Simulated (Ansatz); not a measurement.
A series at Ge: from `[F][Ge]([F])([F])[SH]`, ligands are replaced one by one, each step taking up H₂S and setting free H–F; n counts the steps. Ansatz, PBE0-D4/def2-TZVP geometries. Each molecule was computed in one conformer, which needn't be the lowest.

| n | molecule | HOMO energy, ωB97M-V/def2-TZVPP (eV) |
| --- | --- | --- |
| 0 | `[F][Ge]([F])([F])[SH]` | -11.13 |
| 1 | `[F][Ge]([F])([SH])[SH]` | -10.65 |
| 2 | `[F][Ge]([SH])([SH])[SH]` | -9.96 |
| 3 | `[SH][Ge]([SH])([SH])[SH]` | ? |

Problem. By hand: fit a straight line y = ȳ + b (n − n̄) to the 3 given rows and predict n = 3.

Solution. n̄ = 1.000, ȳ = -10.580; Σ(n − n̄)(y − ȳ) = 1.170, Σ(n − n̄)² = 2.000, so b = 0.585 eV a step. Prediction: -10.580 + (0.585) × (2.000) = -9.41 eV.

Problem. By hand: compare with the computed value, -9.78 eV, and give the steps along the whole series.

Solution. The line misses by -0.37 eV (computed minus predicted). Steps: 0.48, 0.69, 0.18 eV.

The steps differ by up to 0.51 eV without a steady trend. The highest orbital can change its character along such a series. The miss is 27.4 % of the series' range.
